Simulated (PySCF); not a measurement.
Compound: Ge(NCO)Me3, C4H9GeNO.
Bonds: Ge1–N2, Ge1–C5, Ge1–C9, Ge1–C13, N2–C3, C3–O4. Hydrogens: H6, H7, H8 on C5; H10, H11, H12 on C9; H14, H15, H16 on C13.

Method used: PBE0-D3(BJ)/def2-SVP geometry optimisation, gas phase in PySCF.

Q: What internal coordinates does the optimisation give?

A: 
```csv
bond,length (Å)
Ge1–N2,1.837
"Ge1–C5, Ge1–C9, Ge1–C13",1.944
N2–C3,1.193
C3–O4,1.174
C5–H6 and 8 like bonds,1.100
```

Bonds in one row agree within 0.01 Å and their mean is given. A selection of angles:
```csv
angle,degrees
N2–Ge1–C5,106.0
C5–Ge1–C9,112.5
Ge1–N2–C3,176.3
N2–C3–O4,179.6
Ge1–C5–H6,110.5
H6–C5–H7,108.6
H14–C13–H16,108.5
```

Ge1 (germanium bonded to 3 C and N) is tetrahedral (angles from 106.0° to 112.7°). All 3 C–Ge bonds measure 1.943 to 1.944 Å.

Point group: near C3v, missed by 0.16 Å at most; the miss may be what the optimiser left on a soft mode (Cs holds within 0.08 Å). Stationary, but not proved a minimum.
